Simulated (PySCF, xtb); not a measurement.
OSe, SMILES O=[Se] (connectivity only; charge and spin as stated), neutral, multiplicity 3.

Geometry: PBE0-D3(BJ)/def2-TZVP.

Calculation: PySCF with IEF-PCM-B3LYP/def2-TZVPD.

The values are the electrostatic part of the solvation free energy, E(continuum) − E(gas) at the gas-phase geometry, in a cavity of scaled van der Waals radii (PySCF's table); cavitation and dispersion terms are not included. The dipole moment in vacuum is 2.10 D.

Computed values in water (ε = 78.36), dimethylsulfoxide (ε = 46.83), N,N-dimethylformamide (ε = 37.22):
| solvent | ε | ΔG(elec) (kcal/mol) | dipole (D) |
|---|---|---|---|
| water | 78.36 | -2.7 | 2.95 |
| dimethylsulfoxide | 46.83 | -2.7 | 2.93 |
| N,N-dimethylformamide | 37.22 | -2.7 | 2.92 |

For comparison, GFN2-xTB/ALPB(water) (xtb, at the GFN2-xTB geometry, all terms of that model) gives -0.8 kcal/mol.
